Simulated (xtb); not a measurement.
xtb input (GFN1-xTB):

```bash
xtb mol.xyz --gfn 1 --sp --chrg 0 --uhf 0
```
mol.xyz:
```
3

S     -1.27126078    -0.27002223    -0.00852405
S      0.62485943    -0.25329308     0.00830410
O      1.29280268     1.04663060     0.00043989
```

Output:

```
           -------------------------------------------------
          |                Calculation Setup                |
           -------------------------------------------------

           -------------------------------------------------
          |                 G F N 1 - x T B                 |
           -------------------------------------------------

        Reference                      10.1021/acs.jctc.7b00118
      * Hamiltonian:
        H0-scaling (s, p, d)           1.850000    2.250000    2.000000
        zeta-weighting                 0.000000
      * Dispersion:
        s8                             2.400000
        a1                             0.630000
        a2                             5.000000
        s9                             0.000000
      * Repulsion:
        kExp                           1.500000
        rExp                           1.000000
      * Coulomb:
        alpha                          2.000000
        third order                    atomic
        anisotropic                    false
      * Halogen bond correction:
        rad-scale                      1.300000
        damping                        0.440000

          ...................................................
          :                      SETUP                      :
          :.................................................:
          :  # basis functions                  24          :
          :  # atomic orbitals                  22          :
          :  # shells                            8          :
          :  # electrons                        18          :
          :  # halogen bonds                     0          :
          :  max. iterations                   250          :
          :  Hamiltonian                  GFN1-xTB          :
          :  restarted?                      false          :
          :  GBSA solvation                  false          :
          :  PC potential                    false          :
          :  electronic temp.          300.0000000     K    :
          :  accuracy                    1.0000000          :
          :  -> integral cutoff          0.2500000E+02      :
          :  -> integral neglect         0.1000000E-07      :
          :  -> SCF convergence          0.1000000E-05 Eh   :
          :  -> wf. convergence          0.2000000E-04 e    :
          :  Broyden damping             0.4000000          :
          :  net charge                          0          :
          :  unpaired electrons                  0          :
          ...................................................

 iter      E             dE          RMSdq      gap      omega  full diag
   1    -12.0322432 -0.120322E+02  0.622E+00    1.88       0.0  T
   2    -12.0346917 -0.244849E-02  0.261E+00    1.78       1.0  T
   3    -11.9882080  0.464837E-01  0.425E+00    2.19       1.0  T
   4    -12.0273687 -0.391608E-01  0.217E+00    1.66       1.0  T
   5    -12.0516833 -0.243146E-01  0.497E-02    1.86       1.2  T
   6    -12.0516940 -0.106952E-04  0.291E-02    1.85       2.0  T
   7    -12.0516949 -0.838616E-06  0.350E-03    1.85      16.5  T
   8    -12.0516949 -0.491579E-07  0.120E-04    1.85     483.0  T
   9    -12.0516949 -0.221618E-10  0.848E-05    1.85     681.2  T

   *** convergence criteria satisfied after 9 iterations ***

         #    Occupation            Energy/Eh            Energy/eV
      -------------------------------------------------------------
         1        2.0000           -1.0034307             -27.3047
       ...           ...                  ...                  ...
         3        2.0000           -0.7827809             -21.3006
         4        2.0000           -0.6264881             -17.0476
         5        2.0000           -0.6228239             -16.9479
         6        2.0000           -0.6088423             -16.5674
         7        2.0000           -0.5015890             -13.6489
         8        2.0000           -0.4989119             -13.5761
         9        2.0000           -0.4661373             -12.6842 (HOMO)
        10                         -0.3979823             -10.8296 (LUMO)
        11                         -0.2709608              -7.3732
        12                         -0.2381220              -6.4796
        13                         -0.1406484              -3.8272
        14                         -0.1231656              -3.3515
       ...                                ...                  ...
        22                          0.8396063              22.8469
      -------------------------------------------------------------
                  HL-Gap            0.0681550 Eh            1.8546 eV
             Fermi-level           -0.4320598 Eh          -11.7569 eV

 SCC (total)                   0 d,  0 h,  0 min,  0.006 sec
 SCC setup                      ...        0 min,  0.000 sec (  2.301%)
 Dispersion                     ...        0 min,  0.000 sec (  0.827%)
 classical contributions        ...        0 min,  0.000 sec (  0.362%)
 integral evaluation            ...        0 min,  0.002 sec ( 27.548%)
 iterations                     ...        0 min,  0.002 sec ( 33.037%)
 molecular gradient             ...        0 min,  0.002 sec ( 31.953%)
 printout                       ...        0 min,  0.000 sec (  3.705%)

         :::::::::::::::::::::::::::::::::::::::::::::::::::::
         ::                     SUMMARY                     ::
         :::::::::::::::::::::::::::::::::::::::::::::::::::::
         :: total energy             -12.011213994155 Eh    ::
         :: gradient norm              0.017306727798 Eh/a0 ::
         :: HOMO-LUMO gap              1.854591460928 eV    ::
         ::.................................................::
         :: SCC energy               -12.051694924205 Eh    ::
         :: -> electrostatic           0.030046856053 Eh    ::
         :: repulsion energy           0.041311583277 Eh    ::
         :: dispersion energy         -0.000830653228 Eh    ::
         :: halogen bond corr.         0.000000000000 Eh    ::
         :: add. restraining           0.000000000000 Eh    ::
         :: total charge               0.000000000000 e     ::
         :::::::::::::::::::::::::::::::::::::::::::::::::::::

           -------------------------------------------------
          |                Property Printout                |
           -------------------------------------------------

    * Orbital Energies and Occupations

         #    Occupation            Energy/Eh            Energy/eV
      -------------------------------------------------------------
         1        2.0000           -1.0034307             -27.3047
         2        2.0000           -0.9076118             -24.6974
         3        2.0000           -0.7827809             -21.3006
         4        2.0000           -0.6264881             -17.0476
         5        2.0000           -0.6228239             -16.9479
         6        2.0000           -0.6088423             -16.5674
         7        2.0000           -0.5015890             -13.6489
         8        2.0000           -0.4989119             -13.5761
         9        2.0000           -0.4661373             -12.6842 (HOMO)
        10                         -0.3979823             -10.8296 (LUMO)
        11                         -0.2709608              -7.3732
        12                         -0.2381220              -6.4796
        13                         -0.1406484              -3.8272
        14                         -0.1231656              -3.3515
        15                         -0.0893165              -2.4304
        16                         -0.0865953              -2.3564
        17                         -0.0656637              -1.7868
Note: The following floating-point exceptions are signalling: IEEE_DENORMAL
normal termination of xtb
        18                         -0.0602214              -1.6387
        19                         -0.0259231              -0.7054
        20                         -0.0009420              -0.0256
       ...                                ...                  ...
        22                          0.8396063              22.8469
      -------------------------------------------------------------
                  HL-Gap            0.0681550 Eh            1.8546 eV
             Fermi-level           -0.4320598 Eh          -11.7569 eV

  Mulliken/CM5 charges         n(s)   n(p)   n(d)
     1S    -0.00661 -0.00540   1.941  4.059  0.007
     2S     0.34941  0.39010   1.886  3.291  0.474
     3O    -0.34279 -0.38470   1.736  4.607  0.000

Wiberg/Mayer (AO) data.
largest (>0.10) Wiberg bond orders for each atom

 ---------------------------------------------------------------------------
     #   Z sym  total        # sym  WBO       # sym  WBO       # sym  WBO
 ---------------------------------------------------------------------------
     1  16 S    2.295 --     2 S    1.942     3 O    0.353
     2  16 S    3.785 --     1 S    1.942     3 O    1.843
     3   8 O    2.196 --     2 S    1.843     1 S    0.353
 ---------------------------------------------------------------------------

Topologies differ in total number of bonds
Writing topology from bond orders to xtbtopo.mol

 dipole moment from electron density (au)
     X       Y       Z
  -0.3771  -1.0202   0.0075  total (Debye):    2.765

           -------------------------------------------------
          | TOTAL ENERGY              -12.011213994155 Eh   |
          | GRADIENT NORM               0.017306727798 Eh/α |
          | HOMO-LUMO GAP               1.854591460928 eV   |
           -------------------------------------------------

------------------------------------------------------------------------
------------------------------------------------------------------------
 total:
 SCF:
```
